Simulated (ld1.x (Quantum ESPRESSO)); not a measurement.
Logarithmic derivatives: Tb, ultrasoft

- Element: terbium
- Generator: ld1.x (Quantum ESPRESSO) 7.5
- Type: ultrasoft
- Functional: LDA (PZ)
- Relativity: fully relativistic
- Frozen core: [Kr] 4d10
- Valence charge: 19
- Reference configuration: 4f8.5 5s2 5p6 5d0.5 6s2 6p0
- Partial waves: 5s (bound): rcut 1.90, rcutus 2.45 bohr; 6s (bound): rcut 1.90, rcutus 2.45 bohr; 5p (bound): rcut 2.35, rcutus 3.05 bohr; 6p (bound, empty): rcut 2.35, rcutus 3.05 bohr; 5d (bound): rcut 3.20, rcutus 3.60 bohr; 5d channel at 0.25 Ry: rcut 3.20, rcutus 3.60 bohr; 4f (bound): rcut 0.90, rcutus 1.10 bohr; 4f channel at 1.75 Ry: rcut 0.90, rcutus 1.10 bohr
- Local potential: all-electron potential smoothed inside 3.50 bohr (lloc = -2)
- Core correction: a·sin(br)/r model core, default radius (core density twice the valence density)
- Augmentation charge: PSQ, radius 0.95 bohr

Open shells are filled in proportion to 2j + 1 (rel_dist='average').

The phase is arctan(r·u′/u) with u = r·R(r), unwrapped; energies in Ry, scanned from -6 to 5 Ry. A pole is an energy at which the radial function vanishes at the test radius. The pseudo phase is shifted by a multiple of π to meet the all-electron one at the reference energy, and phase errors are pseudo minus all-electron; the curves can meet again beyond the range given. Levels narrower than the energy grid can be missing from the lists of poles. n/a: not evaluated, since a narrow level or a reset projector energy made the automatic matching unsafe.

Q: For each channel, where are the poles, and over which energies does the pseudopotential scatter like the atom?

A:

```
channel  radius (bohr)  reference energy (Ry)  poles, all-electron  poles, pseudo  unbroken range about the reference energy with phases within 0.05 rad  phase error 1 Ry above the reference energy (rad)
      s           3.88                  -0.30           0.53, 4.57     0.54, 4.61                                                                    n/a                                                n/a
   p1/2           3.88                  -0.11          -2.17, 1.18    -2.17, 1.22                                                              below 2.3                                             +0.005
   p3/2           3.88                  -0.09          -1.83, 1.37    -1.83, 1.37                                                              below 3.1                                             -0.000
   d3/2           3.88                  -0.16           0.08, 2.79     0.08, 2.88                                                              below 4.0                                             +0.001
   d5/2           3.88                  -0.14           0.12, 2.85     0.12, 2.95                                                              below 4.0                                             +0.001
   f5/2           3.88                  -0.48          -0.47, 1.93    -0.47, 1.93                                                              below 3.0                                             +0.007
   f7/2           3.88                  -0.42          -0.41, 1.94    -0.41, 1.94                                                              below 3.0                                             +0.008
```

Phases in the p1/2 channel:

| E (Ry) | all-electron | pseudo |
| --- | --- | --- |
| -6.00 | 1.462 | 1.462 |
| -5.48 | 1.457 | 1.457 |
| -4.96 | 1.450 | 1.450 |
| -4.44 | 1.443 | 1.443 |
| -3.92 | 1.433 | 1.433 |
| -3.40 | 1.421 | 1.422 |
| -2.88 | 1.405 | 1.405 |
| -2.36 | 1.370 | 1.371 |
| -1.84 | -1.770 | -1.770 |
| -1.32 | -1.823 | -1.823 |
| -0.80 | -1.923 | -1.923 |
| -0.28 | -2.279 | -2.279 |
| 0.24 | -4.096 | -4.093 |
| 0.76 | -4.597 | -4.592 |
| 1.28 | -4.732 | -4.723 |
| 1.80 | -4.824 | -4.806 |
| 2.32 | -4.955 | -4.899 |
| 2.84 | -5.450 | -5.097 |
| 3.36 | -7.336 | -6.164 |
| 3.88 | -7.672 | -7.457 |
| 4.40 | -7.770 | -7.675 |
| 4.92 | -7.821 | -7.757 |
